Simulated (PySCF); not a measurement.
# Two-component Hartree-Fock for Nd(57+) (neodymium, charge +57)

Start: [He] 2s1; 2s1/2 filled at m_j = +1/2. Calculated with PySCF 2.14 in an uncontracted even-tempered set (17 s from 38 bohr⁻², ratio 2.4; 12 p from 50 bohr⁻², ratio 2.4; 5 d from 150 bohr⁻², ratio 2.6; 4 f from 230 bohr⁻², ratio 2.6): generalised Hartree-Fock with the X2C-1e Hamiltonian and a Gaussian nucleus; one run each with spin-orbit coupling (SO) switched off, then screened by Boettger's factors.

| spinor shell | electrons | ε, spin-free (eV) | ε, screened SO (eV) | weight of nominal j (screened SO) | rms radius, screened SO (bohr) |
| --- | --- | --- | --- | --- | --- |
| 1s1/2 | 2 | -50091.0 | -50091.0 | 1.000 | 0.0268 |
| 2s1/2 | 1 | -12354.1 | -12354.1 | 1.000 | 0.103 |

| quantity | spin-free | screened SO |
| --- | --- | --- |
| E (hartree) | -4203.03429 | -4203.03429 |
| M_J | 1/2 | 1/2 |
| ⟨J²⟩ | 0.750 | 0.750 |
| ⟨L²⟩ | 0.000 | 0.000 |
| ⟨S²⟩ | 0.750 | 0.750 |

Each row is a mean over spinors that exchange with the open shell spreads, by up to 46.549 eV (1s1/2).

Breit and QED terms are absent; they matter most for the inner s and p1/2 levels.

Densities and radii are taken from the X2C orbitals without a picture-change correction, which distorts them close to the nucleus.

Without spin-orbit coupling the j labels of p, d and f shells carry no meaning; the spin-free column gives the mean over the occupied spinors of each nl shell.
